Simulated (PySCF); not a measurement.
## Electron correlation in Cu(2+) (copper, charge +2)

[Ar] 3d8 4s1, high-spin 4F determinant (an excited configuration). Calculation: PySCF 2.14, in aug-cc-pVTZ-DK; scalar relativity by spin-free X2C-1e. Frozen: [Ar]; 9 electrons correlated.

| level | correlation energy (mhartree) |
| --- | --- |
| CCSD | -270.65 |
| (T) | -5.42 |
| CCSD(T) | -276.07 |

Diagnostics: T1 = 0.0074, D1 = 0.0209, largest double amplitude 0.016.

Cost of the coupled-cluster step: of the order of 30 core-seconds, for 9 correlated electrons.
